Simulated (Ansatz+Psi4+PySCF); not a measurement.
Values are calculated unless marked as measured or tabulated.
## Psi4 1.11 run

```
molecule {
0 1
Be 0.000000 0.000000 -0.007750
S 0.000000 0.000000 2.095750
}

basis {
assign Be cc-pCVTZ
assign S cc-pV(T+d)Z
}
set reference rhf
set scf_type pk
energy('scf')
```

The input is written out from the run's settings.

The run gave:

```yaml
Converged: yes
Total_energy: -412.10034 hartree
Spin_squared_of_the_determinant: 0.000
Occupied_orbitals_by_symmetry_in_an_Abelian_subgroup_alpha;_beta: 6 A1 2 B1 2 B2; 6 A1 2 B1 2 B2
```

Caution: stretched shape with no unrestricted run beside it, a lower state can exist; unrestricted orbitals would lower the determinant.
